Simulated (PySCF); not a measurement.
Al(F)(Br)(OMe) (CH3AlBrFO), SMILES C[O][Al]([F])[Br]. The structure is a stationary point at B3LYP-D3(BJ)/def2-SVP. Other conformers were not sampled.

### Question
Give the equilibrium geometry at B3LYP-D3(BJ)/def2-SVP (PySCF confirms it by a frequency run) as Cartesian coordinates in Å, and its point group. (The exact figures need the calculation; the answer reports its results.)

### Answer
Several could match; the one computed here: point group Cs.
```xyz
8

Al     0.6792     0.5165     0.0000
F      2.3329     0.5056     0.0000
Br    -0.4293    -1.4315     0.0000
O     -0.1128     1.9938     0.0000
C     -1.4225     2.4922     0.0000
H     -1.5905     3.1213    -0.8914
H     -1.5905     3.1213     0.8914
H     -2.1826     1.6894     0.0000
```
